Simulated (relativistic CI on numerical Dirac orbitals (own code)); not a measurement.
## Sensitivity of the levels of Mo²⁷⁺ to α and to the nuclear radius

Computed by Dirac-Coulomb-Breit CI, KLI orbitals optimised for each configuration, derivatives by finite differences, unscaled Slater integrals, QED left out (own radial code, finite nucleus).

Configuration list (outside the closed core [Ne]): 3s²3p³, 3s3p⁴, 3s²3p²3d, 3p⁵, 3s3p³3d, 3p⁴3d, 3s²3p3d², 3s²3d³, 3s3p3d³, 3p³3d², 3p²3d³. Double excitations out of closed p, d and f shells are left out; levels of such configurations are missing from the list, as are those of other unlisted configurations, and high levels can miss mixing partners.

With x = (α/α₀)² − 1 an excitation energy changes as ω = ω₀ + qx; K = 2q/ω₀ is the relative enhancement. Terms are leading LS components, so labels can repeat. The field-shift factor is F = δν/δ⟨r²⟩ for the transition from the lowest level.

Lowest level 3s²3p³ ⁴S°3/2.

```csv
Level,ω₀ (cm⁻¹),q (cm⁻¹),F (GHz/fm²)
3s²3p³ ²D°3/2,156467,174700,-2.36
3s²3p³ ²D°5/2,201918,186100,-2.45
3s²3p³ ²P°1/2,259815,188700,-3.76
3s²3p³ ²P°3/2,413850,386300,-7.34
3s3p⁴ ⁴P5/2,745402,223000,-183
3s3p⁴ ⁴P3/2,826202,204400,-136
3s3p⁴ ⁴P1/2,859217,288000,-182
3s3p⁴ ⁴P3/2,909021,194200,-80.2
3s3p⁴ ²D3/2,969604,255000,-112
3s²3p²3d ⁴F5/2,973687,163200,-40
3s3p⁴ ²D5/2,998202,297100,-112
3s²3p²3d ²P3/2,1029410,263300,-53.9
3s²3p²3d ⁴D1/2,1039305,259900,-63.6
```

At this charge energies of transitions that change n are usually good to better than 1 %, and those within a shell (Δn = 0) to a few per cent.

Problem. Which transition from the lowest level has the largest |K|?

Solution. 3s²3p³ ²D°3/2 at 156467 cm⁻¹, K = 2.23.
